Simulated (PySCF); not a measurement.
A GIAO shielding run with PySCF 2.14 (density fitting, non-relativistic, gas phase) on SMILES FC(F)c1ccsc1, C5H4F2S:

```
{"job": {"kind": "nmr", "xc": "PBE0", "basis": "pcSseg-1"}, "charge": 0, "multiplicity": 1}
F     -2.214408     0.215953     1.286960
C     -1.693718    -0.139893     0.082576
F     -2.340420     0.629027    -0.835010
C     -0.216619     0.083915     0.037668
C      0.729560    -0.921743    -0.284583
C      2.002487    -0.455487    -0.257439
S      2.073286     1.210222     0.158937
C      0.371025     1.286383     0.300063
H     -1.972620    -1.188195    -0.105078
H      0.465007    -1.936149    -0.520774
H      2.909469    -0.989689    -0.457198
H     -0.111851     2.204970     0.567851
```

Hardware: 1 thread of an Arm Neoverse V1, shared host. The job also computes population analyses, field gradients, ring-centre shieldings.

Problem. How large is the calculation?

Solution. 68 electrons, 163 basis functions and 866 auxiliary functions.

Problem. How long does it take?

Solution. 20 s of wall time, with 14 SCF cycles and 5 response iterations. Times on a shared host scatter by some tens of per cent.
